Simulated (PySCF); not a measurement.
# Arsenic: a sound run and one with changed settings

Sound run: As [Ar] 3d10 4s2 4p3, As⁺ [Ar] 3d10 4s2 4p2. Calculation: PySCF 2.14, in 6-31G*; no relativity, point nucleus. The sound run starts from symmetry-adapted Hartree-Fock orbitals and uses a fine grid where one is needed.

Changed run: radial step 0.3 in ln r (0.13 in the sound run). This setting is unsound on purpose.

```csv
species,method,sound run (hartree),changed run (hartree),converged
As,UHF,-2233.90227,-2233.90227,yes
As,TPSS,-2235.47266,-2235.46667,yes
As,BP86,-2235.78937,-2235.78913,yes
As⁺,UHF,-2233.55463,-2233.55463,yes
As⁺,TPSS,-2235.10611,-2235.09974,yes
As⁺,BP86,-2235.42160,-2235.42136,yes
```

Ionisation energy of As:

```json
{"method": "UHF", "sound run (eV)": "9.460", "changed run (eV)": "9.460"}
{"method": "TPSS", "sound run (eV)": "9.974", "changed run (eV)": "9.985"}
{"method": "BP86", "sound run (eV)": "10.008", "changed run (eV)": "10.008"}
```

A coarse radial grid mis-integrates the density and the exchange-correlation energy, with errors of either sign; Hartree-Fock needs no grid.

For comparison, NIST gives 9.789 eV between the lowest levels.
